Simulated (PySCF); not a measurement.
# Correlation energy of Au⁺ (gold, charge +1)

[Xe] 4f14 5d9 6p1, one real determinant (an excited configuration). All numbers are calculated (PySCF 2.14, scalar relativity through the core potential, in aug-cc-pwCVDZ-PP with ECP60MDF (6s6p5d3f, 70 functions)). Frozen: 5s2 5p6; 10 electrons correlated.

```csv
level,correlation energy (mhartree)
CCSD,-254.39
(T),-7.09
CCSD(T),-261.48
```

Diagnostics: T1 = 0.011, D1 = 0.0471, largest double amplitude 0.052.

The real determinant used has ⟨L²⟩ near 8 against 12 for a pure F term, so it mixes terms. Spin-orbit coupling, absent here, splits the open shell strongly.

Cost of the coupled-cluster step: about 17 core-seconds, for 10 correlated electrons.

The reference is one real determinant that mixes LS terms of this configuration.
